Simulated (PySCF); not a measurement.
H6Cl2Si3, singlet, at a GFN2-xTB geometry, with bond 10-2 at 2.4 times its length; CASSCF(8,9)/STO-3G (PySCF).

Here is a job for PySCF.
```python
from pyscf import gto, scf, mcscf
import numpy

mol = gto.Mole()
mol.atom = '''
    Si   -2.70436472   -0.41043604    0.25604952
    Si   -0.98066823   -0.37968603   -1.30737473
    Si    1.11855884    0.11442225   -0.44763452
    Cl    1.05665349    1.93297120    0.46957990
    Cl    1.59270847   -1.24993739    0.98967694
    H    -2.45183477   -1.39245104    1.31357121
    H    -3.99711912   -0.75215180   -0.34476075
    H    -2.86582012    0.89442591    0.90236676
    H    -1.24060115    0.58726464   -2.38640353
    H    -0.69760839   -3.46587723   -3.00345370
    H     2.30958631    0.17673392   -1.29262928
'''
mol.basis = 'sto-3g'
mol.verbose = 4
mol.build()

mf = scf.RHF(mol)
mf.kernel()
mc = mcscf.CASSCF(mf, 9, 8)
mc.fix_spin_(ss=0.0)
mc.kernel()
occ = numpy.linalg.eigvalsh(mc.fcisolver.make_rdm1(mc.ci, mc.ncas, mc.nelecas))[::-1]
ss = mc.fcisolver.spin_square(mc.ci, mc.ncas, mc.nelecas)[0]
print('natural occupations', occ.round(4), ' <S^2>', round(ss, 4))
```

What the program printed (banner, timings and long lists left out):

```
PySCF version 2.14.0

[INPUT] verbose = 4
[INPUT] num. atoms = 11
[INPUT] num. electrons = 82
[INPUT] charge = 0
[INPUT] spin (= nelec alpha-beta = 2S) = 0
[INPUT] symmetry False subgroup None
[INPUT] Mole.unit = angstrom
[INPUT] Symbol           X                Y                Z      unit          X                Y                Z       unit  Magmom
[...]
nuclear repulsion = 491.282778794294
number of shells = 31
number of NR pGTOs = 153
number of NR cGTOs = 51
basis = sto-3g
ecp = {}

******** <class 'pyscf.scf.hf.RHF'> ********
method = RHF
initial guess = minao
damping factor = 0
level_shift factor = 0
DIIS = <class 'pyscf.scf.diis.CDIIS'>
diis_start_cycle = 1
diis_space = 8
diis_damp = 0
SCF conv_tol = 1e-09
SCF conv_tol_grad = None
SCF max_cycles = 50
direct_scf = True
direct_scf_tol = 1e-13
Set gradient conv threshold to 3.16228e-05
Initial guess from minao.
init E= -1768.18824870678
[...]
cycle= 1 E= -1769.06084827115  delta_E= -0.873  |g|= 0.417  |ddm|= 3.59
[...]
cycle= 2 E= -1768.96624015542  delta_E= 0.0946  |g|= 0.467  |ddm|= 2.93
[...]
cycle= 3 E= -1769.22874629013  delta_E= -0.263  |g|= 0.167  |ddm|= 2.26
[...]
cycle= 4 E= -1769.25196593309  delta_E= -0.0232  |g|= 0.0477  |ddm|= 0.39
[...]
cycle= 5 E= -1769.25383781713  delta_E= -0.00187  |g|= 0.00708  |ddm|= 0.126
[...]
cycle= 6 E= -1769.25387518534  delta_E= -3.74e-05  |g|= 0.00149  |ddm|= 0.0161
[...]
cycle= 7 E= -1769.25387712364  delta_E= -1.94e-06  |g|= 0.000173  |ddm|= 0.00496
[...]
cycle= 8 E= -1769.25387715141  delta_E= -2.78e-08  |g|= 9.08e-05  |ddm|= 0.000622
[...]
cycle= 9 E= -1769.25387715832  delta_E= -6.91e-09  |g|= 7.19e-06  |ddm|= 0.000281
[...]
cycle= 10 E= -1769.25387715838  delta_E= -6.46e-11  |g|= 1.25e-06  |ddm|= 3.45e-05
[...]
Extra cycle  E= -1769.25387715838  delta_E= -2.73e-12  |g|= 5.49e-07  |ddm|= 4.17e-06
converged SCF energy = -1769.25387715838

******** <class 'pyscf.mcscf.mc1step.CASSCF'> ********
CAS (4e+4e, 9o), ncore = 37, nvir = 5
max_cycle_macro = 50
max_cycle_micro = 4
conv_tol = 1e-07
conv_tol_grad = None
orbital rotation max_stepsize = 0.02
orbital rotation threshold for CI restart = 0.01
augmented hessian ah_max_cycle = 30
augmented hessian ah_conv_tol = 1e-12
augmented hessian ah_linear dependence = 1e-14
augmented hessian ah_level shift = 1e-08
augmented hessian ah_start_tol = 2.5
augmented hessian ah_start_cycle = 3
augmented hessian ah_grad_trust_region = 3
kf_trust_region = 3
kf_interval = 4
ci_response_space = 4
ci_grad_trust_region = 3
with_dep4 0
natorb = False
canonicalization = True
sorting_mo_energy = False
ao2mo_level = 2
internal_rotation = False
******** <class 'pyscf.fci.addons.SpinPenaltyFCISolver'> ********
max. cycles = 50
conv_tol = 1e-08
davidson only = True
linear dependence = 1e-12
level shift = 0.001
max iter space = 12
nroots = 1
pspace_size = 400
spin = None
CASCI E = -1769.44775757092  S^2 = 0.0000000
Set conv_tol_grad to 0.000316228
macro iter   1 ( 21 JK    4 micro), CASSCF E = -1769.45832642216  dE = -1.05688512e-02  S^2 = 0.0000000
               |grad[o]|=0.0542  |grad[c]|=0.0406  |ddm|=0.0304  |maxRot[o]|=0.273
macro iter   2 ( 21 JK    4 micro), CASSCF E = -1769.46304780924  dE = -4.72138708e-03  S^2 = 0.0000000
               |grad[o]|=0.0257  |grad[c]|=0.0132  |ddm|=0.0256  |maxRot[o]|=0.234
macro iter   3 ( 21 JK    4 micro), CASSCF E = -1769.46428055009  dE = -1.23274085e-03  S^2 = 0.0000000
               |grad[o]|=0.0158  |grad[c]|=0.0249  |ddm|=0.0125  |maxRot[o]|=0.0574
macro iter   4 ( 21 JK    4 micro), CASSCF E = -1769.46563291886  dE = -1.35236877e-03  S^2 = 0.0000000
               |grad[o]|=0.0102  |grad[c]|=0.00936  |ddm|=0.0051  |maxRot[o]|=0.107
macro iter   5 ( 21 JK    4 micro), CASSCF E = -1769.46758437086  dE = -1.95145200e-03  S^2 = 0.0000000
               |grad[o]|=0.00778  |grad[c]|=0.0264  |ddm|=0.0145  |maxRot[o]|=0.143
macro iter   6 ( 12 JK    3 micro), CASSCF E = -1769.47116333945  dE = -3.57896858e-03  S^2 = 0.0000000
               |grad[o]|=0.0088  |grad[c]|=0.0306  |ddm|=0.0122  |maxRot[o]|=0.148
macro iter   7 ( 12 JK    3 micro), CASSCF E = -1769.47434451890  dE = -3.18117946e-03  S^2 = 0.0000000
               |grad[o]|=0.0107  |grad[c]|=0.0231  |ddm|=0.00527  |maxRot[o]|=0.111
macro iter   8 ( 21 JK    4 micro), CASSCF E = -1769.47528658660  dE = -9.42067693e-04  S^2 = 0.0000000
               |grad[o]|= 0.01  |grad[c]|=0.0115  |ddm|=0.00472  |maxRot[o]|=0.0856
macro iter   9 ( 21 JK    4 micro), CASSCF E = -1769.47510896068  dE =  1.77625913e-04  S^2 = 0.0000000
               |grad[o]|=0.00778  |grad[c]|=0.00992  |ddm|=0.00351  |maxRot[o]|= 0.12
macro iter  10 ( 21 JK    4 micro), CASSCF E = -1769.47622843765  dE = -1.11947696e-03  S^2 = 0.0000000
               |grad[o]|=0.00704  |grad[c]|=0.00327  |ddm|=0.0026  |maxRot[o]|=0.0573
macro iter  11 ( 21 JK    4 micro), CASSCF E = -1769.47754047890  dE = -1.31204126e-03  S^2 = 0.0000000
               |grad[o]|=0.00619  |grad[c]|=0.00434  |ddm|=0.00169  |maxRot[o]|=0.104
macro iter  12 ( 21 JK    4 micro), CASSCF E = -1769.47773926116  dE = -1.98782256e-04  S^2 = 0.0000000
               |grad[o]|=0.00488  |grad[c]|=0.00811  |ddm|=0.00237  |maxRot[o]|=0.141
macro iter  13 ( 21 JK    4 micro), CASSCF E = -1769.47780977770  dE = -7.05165403e-05  S^2 = 0.0000000
               |grad[o]|=0.00473  |grad[c]|=0.00938  |ddm|=0.00222  |maxRot[o]|=0.126
macro iter  14 ( 21 JK    4 micro), CASSCF E = -1769.47786614385  dE = -5.63661533e-05  S^2 = 0.0000000
               |grad[o]|=0.00479  |grad[c]|=0.0108  |ddm|=0.00256  |maxRot[o]|=0.0937
macro iter  15 ( 21 JK    4 micro), CASSCF E = -1769.47790548635  dE = -3.93424966e-05  S^2 = 0.0000000
               |grad[o]|=0.00482  |grad[c]|=0.0116  |ddm|=0.0029  |maxRot[o]|=0.065
macro iter  16 ( 21 JK    4 micro), CASSCF E = -1769.47793147077  dE = -2.59844203e-05  S^2 = 0.0000000
               |grad[o]|=0.00482  |grad[c]|=0.0121  |ddm|=0.00315  |maxRot[o]|=0.0413
macro iter  17 ( 21 JK    4 micro), CASSCF E = -1769.47794938033  dE = -1.79095591e-05  S^2 = 0.0000000
               |grad[o]|=0.0048  |grad[c]|=0.0123  |ddm|=0.00332  |maxRot[o]|=0.0246
macro iter  18 ( 21 JK    4 micro), CASSCF E = -1769.47796286410  dE = -1.34837730e-05  S^2 = 0.0000000
               |grad[o]|=0.00479  |grad[c]|=0.0124  |ddm|=0.00343  |maxRot[o]|=0.0142
macro iter  19 ( 21 JK    4 micro), CASSCF E = -1769.47797351657  dE = -1.06524712e-05  S^2 = 0.0000000
               |grad[o]|=0.00477  |grad[c]|=0.0125  |ddm|=0.00351  |maxRot[o]|=0.00804
macro iter  20 ( 21 JK    4 micro), CASSCF E = -1769.47798185246  dE = -8.33588933e-06  S^2 = 0.0000000
               |grad[o]|=0.00475  |grad[c]|=0.0125  |ddm|=0.00355  |maxRot[o]|=0.00478
macro iter  21 ( 21 JK    4 micro), CASSCF E = -1769.47798785466  dE = -6.00219437e-06  S^2 = 0.0000000
               |grad[o]|=0.00474  |grad[c]|=0.0125  |ddm|=0.00358  |maxRot[o]|=0.00466
macro iter  22 ( 21 JK    4 micro), CASSCF E = -1769.47799189920  dE = -4.04454249e-06  S^2 = 0.0000000
               |grad[o]|=0.00473  |grad[c]|=0.0125  |ddm|=0.00363  |maxRot[o]|=0.00461
macro iter  23 ( 21 JK    4 micro), CASSCF E = -1769.47799475818  dE = -2.85898250e-06  S^2 = 0.0000000
               |grad[o]|=0.00472  |grad[c]|=0.0125  |ddm|=0.00364  |maxRot[o]|=0.00455
macro iter  24 ( 21 JK    4 micro), CASSCF E = -1769.47799644839  dE = -1.69020723e-06  S^2 = 0.0000000
               |grad[o]|=0.00472  |grad[c]|=0.0125  |ddm|=0.00367  |maxRot[o]|=0.00454
macro iter  25 ( 21 JK    4 micro), CASSCF E = -1769.47799692530  dE = -4.76907189e-07  S^2 = 0.0000000
               |grad[o]|=0.00472  |grad[c]|=0.0125  |ddm|=0.00367  |maxRot[o]|=0.00448
macro iter  26 ( 21 JK    4 micro), CASSCF E = -1769.47799697162  dE = -4.63267043e-08  S^2 = 0.0000000
               |grad[o]|=0.00472  |grad[c]|=0.0125  |ddm|=0.00372  |maxRot[o]|=0.00452
macro iter  27 ( 18 JK    4 micro), CASSCF E = -1769.47866046249  dE = -6.63490865e-04  S^2 = 0.0000000
               |grad[o]|=0.00472  |grad[c]|=0.0047  |ddm|=0.00211  |maxRot[o]|=0.0484
macro iter  28 ( 11 JK    3 micro), CASSCF E = -1769.47925663350  dE = -5.96171017e-04  S^2 = 0.0000000
               |grad[o]|=0.00378  |grad[c]|=0.00587  |ddm|=0.00226  |maxRot[o]|=0.0534
macro iter  29 ( 21 JK    4 micro), CASSCF E = -1769.47922440695  dE =  3.22265573e-05  S^2 = 0.0000000
               |grad[o]|=0.00259  |grad[c]|=0.00709  |ddm|=0.00171  |maxRot[o]|=0.0136
macro iter  30 ( 21 JK    4 micro), CASSCF E = -1769.47948603827  dE = -2.61631322e-04  S^2 = 0.0000000
               |grad[o]|=0.00273  |grad[c]|=0.00503  |ddm|=0.00168  |maxRot[o]|=0.0355
macro iter  31 ( 18 JK    4 micro), CASSCF E = -1769.47953184533  dE = -4.58070563e-05  S^2 = 0.0000000
               |grad[o]|=0.0019  |grad[c]|=0.00485  |ddm|=0.00175  |maxRot[o]|=0.0126
macro iter  32 ( 14 JK    4 micro), CASSCF E = -1769.47960500132  dE = -7.31559910e-05  S^2 = 0.0000000
               |grad[o]|=0.00178  |grad[c]|=0.00456  |ddm|=0.0014  |maxRot[o]|=0.0163
macro iter  33 ( 13 JK    4 micro), CASSCF E = -1769.47962792033  dE = -2.29190093e-05  S^2 = 0.0000000
               |grad[o]|=0.0014  |grad[c]|=0.00496  |ddm|=0.00164  |maxRot[o]|=0.00988
macro iter  34 (  4 JK    1 micro), CASSCF E = -1769.47973288946  dE = -1.04969131e-04  S^2 = 0.0000000
               |grad[o]|=0.0013  |grad[c]|=0.00491  |ddm|=0.00132  |maxRot[o]|=0.0343
macro iter  35 (  8 JK    2 micro), CASSCF E = -1769.47973438343  dE = -1.49397783e-06  S^2 = 0.0000000
               |grad[o]|=0.000287  |grad[c]|=0.000266  |ddm|=0.000233  |maxRot[o]|=0.00585
macro iter  36 (  3 JK    1 micro), CASSCF E = -1769.47973440943  dE = -2.59979061e-08  S^2 = 0.0000000
               |grad[o]|=3.36e-05  |grad[c]|=8.93e-05  |ddm|=2.25e-05  |maxRot[o]|=0.000813
1-step CASSCF converged in  36 macro (659 JK 133 micro) steps
CASSCF canonicalization
Density matrix diagonal elements [1.98462921 1.98408061 1.97405868 1.1327495  0.86330722 0.02213648
 0.01456349 0.01595867 0.00851614]
CASSCF energy = -1769.47973440943
CASCI E = -1769.47973440943  E(CI) = -10.1534845015553  S^2 = 0.0000000
natural occupations [1.9852e+00 1.9843e+00 1.9754e+00 1.1333e+00 8.6650e-01 2.2800e-02
 1.6600e-02 1.4500e-02 1.4000e-03]  <S^2> 0.0
```
